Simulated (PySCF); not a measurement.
Co (cobalt, neutral) across methods

[Ar] 3d7 4s2, high-spin 4F determinant. All numbers are calculated (PySCF 2.14, the spin-free X2C one-electron Hamiltonian (Gaussian nucleus), in x2c-TZVPPall (6s5p4d2f1g, 64 functions)).

```tsv
method	E (hartree)	mean ε 3d β (eV)	mean ε 4s α (eV)	mean ε 4s β (eV)	Σ⟨r²⟩ (bohr²)	⟨S²⟩
UHF	-1391.87165	-15.424	-7.774	-7.043	38.84	3.760
CAM-B3LYP	-1393.327	-10.833	-7.559	-7.055	37.07	3.755
LDA	-1390.569	-7.088	-5.924	-5.363	36.70	3.756
r2SCAN	-1393.203	-7.443	-5.935	-5.313	37.05	3.760
MN15	-1393.982	-10.117	-7.125	-6.699	37.88	3.756
PBE0	-1393.004	-9.315	-6.401	-5.819	37.17	3.756
PBE	-1392.994	-7.122	-5.721	-5.145	37.04	3.755
r2SCAN0	-1393.169	-9.592	-6.572	-5.957	37.19	3.759
```

(1) Estimate the same row for BLYP.

## Answers

(1) E (hartree) = -1393.328; mean ε 3d β (eV) = -7.093; mean ε 4s α (eV) = -5.606; mean ε 4s β (eV) = -5.128; Σ⟨r²⟩ (bohr²) = 37.01; ⟨S²⟩ = 3.755.
